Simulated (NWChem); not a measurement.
# Relativistic effects in CH3Te

```xyz
5

C      0.0052    -1.8390     0.0000
Te     0.0003     0.3388     0.0000
H     -0.5376    -2.1784     0.8934
H     -0.5376    -2.1784    -0.8934
H      1.0309    -2.2259     0.0000
```
Charge 0, spin multiplicity 2.

Program: NWChem. The geometry was optimised at UB3LYP/def2-SVP with def2 effective core potentials on Te, a minimum by its harmonic frequencies.

Functional B3LYP, all-electron basis x2c-SVPall-2c, contracted for the X2C Hamiltonian and used here with ZORA. The ion keeps the geometry and has multiplicity 3 in the scalar run; the spin-orbit run starts from the same electron counts.

Costs are rough ratios of processor time within this set of runs, SCF included, with scalar ZORA as 1.

B3LYP has NWChem's definition, with VWN1-RPA local correlation. The structure started from a generated list of species. No SCF solution was tested for a lower state.

```json
[
 {"Hamiltonian": "scalar ZORA", "ΔSCF ionisation energy (eV)": "8.22", "relative cost": "1"},
 {"Hamiltonian": "spin-orbit ZORA", "ΔSCF ionisation energy (eV)": "?", "relative cost": "under 3"}
]
```

Question: Complete the blanks.

Answer: 
- spin-orbit ZORA, ΔSCF ionisation energy (eV): 8.35
